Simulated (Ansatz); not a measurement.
NaF, SMILES [F][Na].

Geometry: B3LYP-D3(BJ)/def2-TZVPD.

Two levels are set side by side: PBE/def2-TZVPD (Ansatz, a first-principles code) and PBE0/def2-TZVPD (Ansatz). Energy differences of separate SCF runs at the same geometry; the states with an electron removed or added have multiplicity 2 and 2. Differences are taken from unrounded values.

| quantity | PBE0 |
|---|---|
| vertical ionisation energy (eV) | 10.12 |
| vertical electron affinity (eV) | 0.57 |
| vertical singlet–triplet gap (eV) | 5.24 |

Q: What does PBE give, and how far is it from PBE0? (Estimate from the structure and the level; the computed values follow.)

A: 
```json
[
 {"quantity": "vertical ionisation energy (eV)", "PBE": "10.51", "PBE minus PBE0": "0.39"},
 {"quantity": "vertical electron affinity (eV)", "PBE": "0.58", "PBE minus PBE0": "0.01"},
 {"quantity": "vertical singlet–triplet gap (eV)", "PBE": "5.55", "PBE minus PBE0": "0.31"}
]
```
